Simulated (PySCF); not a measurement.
C5H4ClOP.
Atom-mapped SMILES: `[CH2:1]=[CH:2][c:3]1[o:4][cH:5][p:6][c:7]1[Cl:8]`

Structure used (GFN2-xTB), in Å, numbered top down from 1:
```xyz
12
C5H4ClOP angstrom
C     -2.0881   -0.7516   -0.0840
C     -1.2864    0.3061   -0.1583
C      0.1483    0.2344   -0.0217
O      0.7336   -0.9537    0.1907
C      2.0589   -0.8507    0.2946
P      2.7233    0.7176    0.1422
C      1.0537    1.2706   -0.0808
Cl     0.6077    2.9050   -0.3405
H     -3.1537   -0.6583   -0.1911
H     -1.6968   -1.7399    0.0865
H     -1.6742    1.2996   -0.3292
H      2.5748   -1.7796    0.4656
```

NICS = −σ at a ghost point: NICS(0) at the centroid of the ring atoms, NICS(1) 1 Å to either side along the normal of their mean plane, zz for the tensor component along that normal. Level: GIAO PBE0/pcSseg-1 (PySCF, non-relativistic, gas phase) on the GFN2-xTB geometry, one conformer.

Ring bond lengths (Å), with Mayer bond orders in brackets: C3–O4 1.341 (1.03), O4–C5 1.333 (1.10), C5–P6 1.710 (1.53), P6–C7 1.773 (1.09), C7–C3 1.377 (1.39).

Q: What do the NICS probes read (ppm)?

A: 
| ring | type | NICS(0) | NICS(1), two faces | NICS(1)zz, two faces | rms pucker (Å) | centre to ring atoms, mean (Å) |
| --- | --- | --- | --- | --- | --- | --- |
| C3–O4–C5–P6–C7 | 5-membered ring with O and P; formal bonds all aromatic | -10.4 | -9.9 / -9.9 | -21.4 / -21.4 | 0.00 | 1.27 |

Q: What do they say, and how far can they be read as aromaticity?

A: 
- C3–O4–C5–P6–C7: mean NICS(1)zz -21.4 ppm, shielded.

Q: And the bond-length index? HOMA = 1 − mean of α(R − Ropt)² over the ring bonds, with Krygowski's 1993 parameters (CC: Ropt 1.388 Å, α 257.7 Å⁻²; CO: Ropt 1.265 Å, α 157.38 Å⁻²; CP: Ropt 1.698 Å, α 118.91 Å⁻²).

A: 
- C3–O4–C5–P6–C7: HOMA 0.53; the largest term is that of C3–O4, α(R − Ropt)² = 0.92.

Q: What is the mean of the two in-plane components of NICS at the first NICS(1) probe listed for ring C3–O4–C5–P6–C7, 1 Å off the ring?

A: The isotropic value is a third of the trace: (3 × -9.9 − (-21.4))/2 = -4.2 ppm.

Q: How shielded are the nuclei of the rings and their hydrogens (means over atoms taken as equivalent)?

A: 
```tsv
atoms	environment	σ isotropic (ppm)
C3	substituted aromatic carbon	23.6
O4	furan-type oxygen	0.0
C5	aromatic CH next to a ring oxygen	-0.3
P6	phosphorus bonded to 2 C	178.2
C7	aromatic C–Cl carbon	38.4
H12	aromatic hydrogen	22.97
```
